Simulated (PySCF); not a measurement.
The group X on SiH2(OH)-X is varied. Isolated molecules, 0 K electronic values unless said otherwise. One relaxed conformer stands for each flexible species; it need not be the lowest. Strings in code marks are SMILES.

Computed with PySCF with PBE0-D4/def2-TZVP. All candidates: neutral, multiplicity 1. Excitations are Tamm–Dancoff values on a coarser integration grid. The basis has no diffuse functions, so Rydberg states are missing or too high.

```json
{
 "T1 excitation (TDA)": "3.14 eV",
 "HOMO": "-7.23 eV",
 "S1 excitation (TDA)": "3.87 eV"
}
```

**Question.** Identify which member has these values.
(A) `O[SiH2][AlH2]`
(B) `NC(=O)[SiH2]O` (O–C–Si–O torsion 0°, C–Si–O–H torsion 0°)
(C) `N#C[SiH2]O`
(D) `C[SiH2]O` (C–Si–O–H torsion 70°)

**Answer.** A, `O[SiH2][AlH2]`. The others give `NC(=O)[SiH2]O` (O–C–Si–O torsion 0°, C–Si–O–H torsion 0°): 4.31 eV, -7.43 eV, 5.06 eV; `N#C[SiH2]O`: 5.70 eV, -9.61 eV, 6.71 eV; `C[SiH2]O` (C–Si–O–H torsion 70°): 6.97 eV, -8.41 eV, 7.36 eV
